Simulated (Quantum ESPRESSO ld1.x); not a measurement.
All-electron atom: the tungsten ion W3+ in [Xe] 4f14 5d2 6p1 (not the ground configuration). Method: Dirac Kohn-Sham, LDA (Slater exchange, VWN5 correlation), spin-unpolarised, spherical densities, point nucleus; open shells fill j = l - 1/2 first; computed with ld1.x of Quantum ESPRESSO 7.5.

Spin-orbit splittings of the eigenvalues, e(l+1/2) - e(l-1/2), with zeta = 2 splitting/(2l+1) and mean radii in bohr:

shell  occ.  splitting (eV)  zeta (eV)  <r> j=l-1/2  <r> j=l+1/2
2p        6            1351      900.9      0.06367      0.07163
3p        6           292.2      194.8       0.1907       0.2054
3d       10           63.58      25.43       0.1797       0.1843
4p        6           67.94      45.29       0.4547       0.4883
4d       10           12.52      5.007       0.5050       0.5165
4f       14           2.248     0.6422       0.6006       0.6099
5p        6           10.25      6.834        1.161        1.256
5d        2           1.035     0.4141        1.685        1.727
6p        1           1.626      1.084        2.917        3.099
